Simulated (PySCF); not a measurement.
C2H8BNO2, SMILES COCB(N)O.

Geometry: B3LYP-D3(BJ)/def2-SVP. This is a generated structure with no PubChem entry under its InChIKey; it may be hypothetical. One conformer was computed; it need not be the lowest.

Two levels are set side by side: TDA-PBE/def2-SVPD (PySCF) and TDA-ωB97X/def2-SVPD (PySCF). Vertical, same geometry. The lowest singlet is HOMO→LUMO 100 % with PBE and HOMO→LUMO 44 %, HOMO−1→LUMO 25 %, HOMO→LUMO+1 10 %, HOMO−1→LUMO+2 7 % with the other functional; states are paired by order. Differences are taken from unrounded values.

```
quantity                              TDA-PBE
------------------------------------  -------
lowest singlet excitation (eV)           5.45
lowest triplet excitation (TDA) (eV)     5.39
```

Question: These are the TDA-PBE values. What does TDA-ωB97X give? (An estimate is asked for; the answer gives what the named calculation found.)

Answer: 
```tsv
quantity	TDA-ωB97X	TDA-PBE minus TDA-ωB97X
lowest singlet excitation (eV)	7.39	-1.95
lowest triplet excitation (TDA) (eV)	7.26	-1.88
```

A lower first singlet is the usual sign of a functional without exact exchange. Differences between two approximate levels are no errors against the true value.

Rough cost on one machine, each run with all the roots and properties that it gave: TDA-ωB97X against TDA-PBE about 5 times.
